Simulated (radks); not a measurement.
Values are calculated unless marked as measured or tabulated.
Problem. The mean radii <r> (bohr) of the occupied orbitals of an atom or ion are listed with their occupations. Code: a radial shooting solver on a logarithmic mesh with Libxc functionals. Model: Dirac Kohn-Sham, BLYP, spin-unpolarised, spherical densities, finite nucleus; Fermi nuclear charge, rms radius of each element as measured or else 0.836 A^(1/3) + 0.57 fm.

| orbital | occ. | <r> |
|---|---|---|
| 1s1/2 | 2 | 0.05409 |
| 2s1/2 | 2 | 0.2447 |
| 2p1/2 | 2 | 0.2130 |
| 2p3/2 | 4 | 0.2163 |
| 3s1/2 | 2 | 0.7108 |
| 3p1/2 | 2 | 0.7248 |
| 3p3/2 | 4 | 0.7327 |
| 3d3/2 | 4 | 0.7566 |

Name the element and its charge. Open shells, if any, fill j = l - 1/2 first.

Solution. Z = 28, nickel, charge +6: Ni6+ in [Ar] 3d4. The 1s radius gives Z: for a bare nucleus <r> = (2 gamma + 1)/(2Z) with gamma = sqrt(1 - (Z/c)^2), 0.05282 bohr for Z = 28, and screening makes it slightly larger (0.05409 here). The occupations add up to 22, and the charge is Z minus that.
